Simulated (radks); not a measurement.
Results of a calculation; reference values are marked as such.
How relativity changes the ionisation of the beryllium ion Be2+ ([He]) to Be3+ (1s1). Spin-unpolarised spherical Kohn-Sham, PBEsol, point nucleus unless stated (finite: rms radius 2.519 fm), a radial shooting solver on a logarithmic mesh with Libxc functionals. A level marked "c x" has the speed of light scaled by that factor.

level,E(Be2+) (hartree),E(Be3+) (hartree),IE (eV),HOMO,<r> HOMO (bohr)
non-rel.,-13.53351,-7.73777,157.71,1s,0.4187
scalar-rel.,-13.53621,-7.73941,157.74,1s,0.4186
"scalar-rel., finite nucleus",-13.53621,-7.73941,157.74,1s,0.4186
Dirac,-13.53621,-7.73941,157.74,1s1/2,0.4186
"Dirac, finite nucleus",-13.53621,-7.73941,157.74,1s1/2,0.4186
"Dirac, c x 0.75",-13.53832,-7.74069,157.76,1s1/2,0.4185
"Dirac, c x 2",-13.53419,-7.73818,157.72,1s1/2,0.4187
"Dirac, c x 10",-13.53354,-7.73779,157.71,1s1/2,0.4187

NIST Atomic Spectra Database: 153.90 eV (theoretical). The relativistic part of the total energy of Be2+ is -0.002704 hartree (Dirac, finite nucleus), 0.02 % of the non-relativistic value. Spin polarisation and multiplet splitting of open shells are left out at every level.

Beside tabulated values, note that spin-unpolarised runs miss the spin-polarisation part of the exchange energy of open shells.
